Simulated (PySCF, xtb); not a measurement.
digallium oxide (Ga₂O), SMILES [Ga][O][Ga] (connectivity only; charge and spin as stated), neutral, multiplicity 1.

GFN2-xTB run with xtb at its own geometry gives an orbital gap of 5.40 eV and a dipole moment of 0.00 D.

The structure is a stationary point at PBE0-D3(BJ)/def2-TZVP.

Question: What does PySCF with PBE/def2-TZVPD give? (Estimate from the structure and the level; the computed values follow.)

Answer: gap 3.58 eV (levels -5.41 and -1.83 eV), dipole 0.00 D.
